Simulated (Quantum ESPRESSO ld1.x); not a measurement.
Results of a calculation; reference values are marked as such.
Question: Zr III, configuration [Kr] 4d1 6d1 (not the ground configuration). Level of theory: scalar-relativistic Kohn-Sham, LDA (Slater exchange, VWN5 correlation), spin-polarised, spherical densities, point nucleus; open shells are filled with parallel spins first (ld1.x of Quantum ESPRESSO 7.5). Some entries of the table are withheld. Estimate them.

orbital,occ.,eigenvalue (eV),r(max) (bohr)
1s down,1,-17823.2,0.02417
1s up,1,-17823.2,0.02417
2s up,1,-2491.02,0.1371
2s down,1,-2490.92,0.1371
2p up,3,-2225.76,0.1095
2p down,3,-2225.68,0.1095
3s up,1,-427.719,0.4087
3s down,1,-427.641,0.4087
3p up,3,-341.321,0.4024
3p down,3,-341.237,0.4025
3d up,5,-199.053,0.3466
3d down,5,-198.937,0.3466
4s up,1,-78.2079,1.073
4s down,1,-77.5766,1.072
4p up,3,(1),(2)
4p down,3,(3),(4)
4d up,1,-25.1438,1.510
4d down,0,-24.3178,1.504
6d up,1,-5.4241,(5)
6d down,0,-5.0708,(6)

Answer: 
(1) 4p up eigenvalue (eV): -55.9094
(2) 4p up r(max) (bohr): 1.171
(3) 4p down eigenvalue (eV): -55.2052
(4) 4p down r(max) (bohr): 1.169
(5) 6d up r(max) (bohr): 9.347
(6) 6d down r(max) (bohr): 9.526
